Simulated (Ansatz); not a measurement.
CH₇FO₃Si₂ (`O[SiH](O)C[SiH](O)F`). Total charge 0; spin multiplicity 1. All single points use the PBE0-D4/def2-TZVP geometry. It is one conformer, not always the lowest.

```xyz
14

O    -0.087   -0.041   -2.258
Si   -0.957    0.369   -0.934
O    -1.604   -0.956   -0.169
C     0.111    1.132    0.380
Si    1.295   -0.116    1.077
O     0.498   -1.342    1.787
F     2.130   -0.652   -0.196
H     0.773   -0.440   -2.096
H    -2.045    1.230   -1.447
H    -2.209   -1.505   -0.673
H    -0.517    1.517    1.190
H     0.660    1.975   -0.051
H     2.288    0.396    2.040
H    -0.336   -1.565    1.351
```

(1) What is the dipole moment at B3LYP/def2-TZVPP? (Estimate.)

(2) And with PBE, r2SCAN, ωB97M-V? (Best estimate.)

(3) Give the Mulliken charges with B3LYP, PBE, ωB97M-V in def2-TZVPP. (An estimate is asked.)

## Answers

(1) The calculation gave: 1.80 D, with components (-1.66, 0.66, -0.23) D in this frame, pointing from negative to positive charge.

(2) Ansatz gave: PBE 1.73 D, r2SCAN 1.76 D, ωB97M-V 1.79 D.

(3) Ansatz gave: 
```
atom  B3LYP    PBE  ωB97M-V
  O1  -0.39  -0.35    -0.38
 Si2   0.62   0.50     0.58
  O3  -0.42  -0.37    -0.40
  C4  -0.37  -0.34    -0.48
 Si5   0.71   0.60     0.66
  O6  -0.40  -0.36    -0.39
  F7  -0.35  -0.31    -0.34
  H8   0.20   0.20     0.20
  H9  -0.10  -0.09    -0.04
 H10   0.19   0.19     0.18
 H11   0.10   0.11     0.13
 H12   0.10   0.11     0.13
 H13  -0.10  -0.09    -0.04
 H14   0.21   0.20     0.21
```

B3LYP here is the variant with VWN-RPA as its local correlation; programs differ in this.
